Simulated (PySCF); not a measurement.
Computed shifts of a molecule C₃H₉BN₂, PBE/pcSseg-1 (PySCF), GIAO, gas phase, equivalent atoms averaged, in ppm (number of nuclei): ¹³C: 151.3 (1), 118.5 (1), 31.9 (1). ¹⁵N: 76.5 (1), 70.0 (1). ¹H: 6.39 (1), 5.34 (2), 2.81 (1), 2.33 (1), 2.29 (1), 2.22 (1), 2.04 (1), 1.83 (1). References: ¹³C against TMS (σ = 182.0 ppm); ¹¹B against BF3 (σ = 83.9 ppm); ¹⁵N against NH3 (σ = 267.0 ppm); ¹H against TMS (σ = 31.49 ppm), references at their B3LYP-D3(BJ)/def2-TZVP geometries, non-relativistic. The structure is a stationary point at TPSSh-D3(BJ)/def2-SVP. Other conformers were not sampled.

**Question.** Identify the compound among the candidates.
A) C=CCB(N)N
B) NB1CCCN1
C) C=CB(N)NC
D) CB1NCCN1

**Answer.** A, C=CCB(N)N
